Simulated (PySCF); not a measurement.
Species: C8H9 (charge +1).
Numbering: `[CH2:1]=[CH:2][C:3]1=[CH:4][CH+:5][CH2:6][CH:7]=[CH:8]1` (hydrogens: H9, H10 on C1; H11 on C2; H12 on C4; H13 on C5; H14, H15 on C6; H16 on C7; H17 on C8)

Computed geometry: GFN2-xTB, gas phase.

Problem. List the bond lengths, angles and torsions at this level.

Solution. 
| bond | length (Å) |
| --- | --- |
| C1=C2 | 1.342 |
| C2–C3 | 1.437 |
| C3=C4 | 1.420 |
| C4–C5 | 1.357 |
| C5–C6 | 1.464 |
| C6–C7 | 1.464 |
| C7=C8 | 1.357 |
| C3–C8 | 1.418 |
| C1–H9 | 1.077 |
| C1–H10 | 1.077 |
| C2–H11 | 1.083 |
| C4–H12 | 1.080 |
| C5–H13 | 1.081 |
| C6–H14, C6–H15 | 1.102 |
| C7–H16 | 1.081 |
| C8–H17 | 1.078 |

Bonds in one row agree within 0.01 Å and their mean is given. A selection of angles:
| angle | degrees |
| --- | --- |
| C1–C2–C3 | 126.0 |
| C2–C3–C4 | 118.3 |
| C2–C3–C8 | 123.1 |
| C4–C3–C8 | 118.6 |
| C3–C4–C5 | 121.5 |
| C4–C5–C6 | 121.6 |
| C5–C6–C7 | 115.1 |
| C6–C7–C8 | 122.0 |
| C3–C8–C7 | 121.1 |

Dihedral angles: C1–C2–C3–C4 -177° (antiperiplanar); C2–C3–C4–C5 180° (antiperiplanar); C3–C4–C5–C6 0° (synperiplanar); C4–C5–C6–C7 0° (synperiplanar); C5–C6–C7–C8 0° (synperiplanar); C6–C7–C8–C3 0° (synperiplanar); C2–C3–C8–C7 180° (antiperiplanar). The mirror-image conformer, all signs reversed, is as good.

The 8 C–C bonds span 1.342 Å (C1=C2, drawn double in a drawing that doesn't fit all lengths) to 1.464 Å (C6–C7, drawn single in a drawing that doesn't fit all lengths), a spread of 0.122 Å. C3 (carbon bonded to 3 C) is planar (angles 123.1°, 118.6° and 118.3°, sum 360.0°, 0.00 Å off the plane of its three neighbours). C8 (alkene CH carbon) is planar (angles 121.1°, 119.6° and 119.3°, sum 360.0°, 0.00 Å off the plane of its three neighbours). C1 (terminal =CH2 carbon) is planar (angles 123.6°, 120.5° and 115.9°, sum 360.0°, 0.00 Å off the plane of its three neighbours). C7 (alkene CH carbon) is planar (angles 122.0°, 120.4° and 117.6°, sum 360.0°, 0.00 Å off the plane of its three neighbours). The 6-membered ring C3–C4–C5–C6–C7–C8 has internal angles of 115.1° to 122.0°; it is planar, 0.00 Å rms from its mean plane, widest ring torsion 0°. C5 (carbon bonded to 2 C and H) is planar (angles 121.6°, 120.5° and 117.9°, sum 360.0°, 0.00 Å off the plane of its three neighbours).

Point group: near Cs, missed by 0.17 Å at most; the miss may be what the optimiser left on a soft mode. No GFN2-xTB frequencies stand behind this structure, so it isn't proved a minimum.
